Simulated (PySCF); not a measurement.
Shapes and spin states of Pt(OH)₂

Computed with PBE0/[Pt def2-SVP with ECP60, O def2-SVP, H def2-SVP], scalar-relativistic core potentials, density fitting, no spin–orbit coupling, PySCF.

Relaxations began from a few typed shapes and spin states; open shells are unrestricted. The search is not exhaustive: other isomers or separated fragments can lie lower, and high-lying points may rest on an excited occupation.

(1) Order these stationary points by electronic energy, lowest first, in kJ/mol from the lowest minimum.
A. singlet C2: O–H 0.972 Å (×2), Pt–O 1.844 Å (×2); H–O–Pt 110.9° (×2), O–Pt–O 147.6°
B. triplet C2: O–H 0.965 Å (×2), Pt–O 1.859 Å (×2); H–O–Pt 124.0° (×2), O–Pt–O 173.8°
C. singlet (closed shell, unstable to spin polarisation) C2h: O–H 0.972 Å (×2), Pt–O 1.842 Å (×2); H–O–Pt 113.6° (×2), O–Pt–O 180.0°
D. triplet C2h: O–H 0.964 Å (×2), Pt–O 1.859 Å (×2); H–O–Pt 127.9° (×2), O–Pt–O 180.0°

(2) Which of them are minima?

## Answers

(1) B (0.0), D (3.9), A (22.4), C (30.7).

(2) By energy in kJ/mol, 0.0: minimum; 3.9: saddle point, 1 imaginary mode; 22.4: minimum; 30.7: saddle point, 1 imaginary mode.

For the lowest minimum: open d and f shells are described by one determinant, and the ground state may have another occupation or spin. No spin–orbit coupling is included, which matters more the heavier the element.
